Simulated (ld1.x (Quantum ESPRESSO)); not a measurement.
The numbers below are computed, except where a source is named.
**Potentials for Sn compared**

Generated with ld1.x 7.5 (TM, RRKJ, ultrasoft, PAW), atompaw 4.2 or ONCVPSP 4.0.1. The cutoff is in Ry: for ld1.x and atompaw files where the sum of valence levels is converged to 10 mRy in a Bessel basis, for ONCV files where the hardest occupied wave has 1 mHa per electron of residual kinetic energy. The error is the largest all-electron minus pseudo excitation energy over each file’s own four to seven test configurations (ionisations up to +4, promotions, holes and added fractions of an electron), all of which were solved. The labels leave out finer settings (local radius, basis sizes, second energies), which also bear on the numbers. Spin-polarised tests are not counted. The rows are a selection from randomly drawn settings: files with unsolved tests, undetermined cutoffs or missed reference levels are left out.

A true bound ghost makes a file unfit for plane-wave use even where its test errors are small: the radial tests pick states by their node count and pass the ghost by.

| potential | cutoff (Ry) | largest error (meV) | bound ghosts |
| --- | --- | --- | --- |
| TM, LDA (PZ), scalar-relativistic, rc 1.50/1.85/1.06 (spd), local smoothed, core correction yes, reference 4d10 5s2 5p2 | 100 | +219 | s |
| RRKJ, PBE, scalar-relativistic, rc 2.05/2.15 (sp), local s, core correction no, reference 5s1 5p3 | 18 | +127 | none |
| ultrasoft, LDA (PZ), scalar-relativistic, rc 2.25/2.10/1.60 (spd), local smoothed, core correction yes, reference 4d10 5s2 5p2 | 55 | -20 | none |
| TM, PBE, scalar-relativistic, rc 1.70/2.10/1.30/2.05 (spdf), local p, core correction yes, reference 4d10 5s1 5p3 | 90 | -78 | none |

Fill in the row for Sn: TM, LDA (PZ), non-relativistic, rc 2.15/2.80 (sp), local p, core correction yes, reference 5s2 5p2.

cutoff 18 Ry, largest error -72 meV, bound ghosts: s.

Fill in the row for Sn: TM, BP86, scalar-relativistic, rc 1.65/2.45/1.40 (spd), local s, core correction yes, reference 4d10 5s1 5p3.

cutoff 90 Ry, largest error -307 meV, bound ghosts: none.

Fill in the row for Sn: TM, PW91, fully relativistic, rc 1.95/1.90/1.05 (spd), local s, core correction yes, reference 4d10 5s2 5p1.

cutoff 100 Ry, largest error -384 meV, bound ghosts: none.
